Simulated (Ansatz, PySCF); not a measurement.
Process, species as SMILES: N[Si](Cl)(Cl)Cl -> [NH][Si](Cl)(Cl)Cl + H atom (the H-N bond at the site shown breaks; other sites are not compared here)
Each molecule is optimised on its own at B3LYP-D3(BJ)/def2-TZVP (Ansatz, a program for electronic structure), one conformer each, not searched for the lowest. Frequencies are from Ansatz or PySCF.

Property: bond dissociation energy (0 K, with B3LYP-D3(BJ) harmonic zero-point energies), in kcal/mol. Valence correlation only, unless marked. UHF or UKS for open shells. Spin-orbit coupling is left out. Non-relativistic. CBS(X,Y): correlation extrapolated as X^-3; Hartree-Fock from the larger set. The bracket is a focal-point correction in the basis named.

RI-MP2/CBS(cc-pV(T+d)Z,cc-pV(Q+d)Z)+[CCSD(T)-MP2]/cc-pV(T+d)Z (Ansatz) gives 113.6 kcal/mol.

Problem. Another calculation gave 106.6 kcal/mol. Which level was it?
(A) SVWN5/def2-TZVPD (Ansatz)
(B) wB97M-V/def2-TZVPD (Ansatz)
(C) r2SCAN/def2-TZVPD (Ansatz)

Solution. C, r2SCAN/def2-TZVPD (Ansatz). The others give 111.7 (wB97M-V), 123.3 (SVWN5) kcal/mol.
